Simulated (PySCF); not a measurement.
Correlation energy of Sb²⁺ (antimony, charge +2)

[Kr] 4d10 5s2 6s1, 2S determinant (an excited configuration). All numbers are calculated (PySCF 2.14, scalar relativity through the core potential, in aug-cc-pVQZ-PP with ECP28MDF (7s7p5d3f2g, 92 functions)). Frozen: 4s2 4p6 4d10; 3 electrons correlated.

```json
{"level": "CCSD", "correlation energy (mhartree)": "-48.09"}
{"level": "(T)", "correlation energy (mhartree)": "-1.06"}
{"level": "CCSD(T)", "correlation energy (mhartree)": "-49.15"}
```

Diagnostics: T1 = 0.011, D1 = 0.0275, largest double amplitude 0.091.

Q: Is a single reference adequate?

A: Mostly. T1 lies below 0.03, but a double amplitude of this size points to a near-degeneracy that CCSD handles and MP2 describes poorly.
